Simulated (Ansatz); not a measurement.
CH5AlOSi, SMILES `C[SiH]1[O][AlH]1` at its PBE0-D4/def2-TZVP geometry, where that method's forces vanish. Total charge 0; spin multiplicity 1.

```xyz
9

C    -1.2585   -0.8652    0.1953
Si    0.0566    0.4289    0.4586
O     1.6337   -0.0646    0.1301
Al    1.5761    1.2285   -1.0388
H    -2.2515   -0.4260    0.3249
H    -1.2021   -1.3095   -0.7993
H    -1.1440   -1.6600    0.9395
H    -0.1170    0.9812    1.8345
H     2.7066    1.6868   -2.0448
```

What forces (eV/Å) does ωB97M-V/def2-TZVPP give on these atoms in Ansatz 0.2.0? (Best estimate.)

The calculation gave: 
```
C1  -0.020 -0.029  0.016
Si2 -0.021  0.072  0.104
O3   0.007 -0.010  0.002
Al4  0.131  0.023 -0.094
H5   0.065 -0.038 -0.009
H6  -0.004  0.034  0.073
H7  -0.015  0.061 -0.060
H8   0.005 -0.072 -0.147
H9  -0.147 -0.042  0.115
```
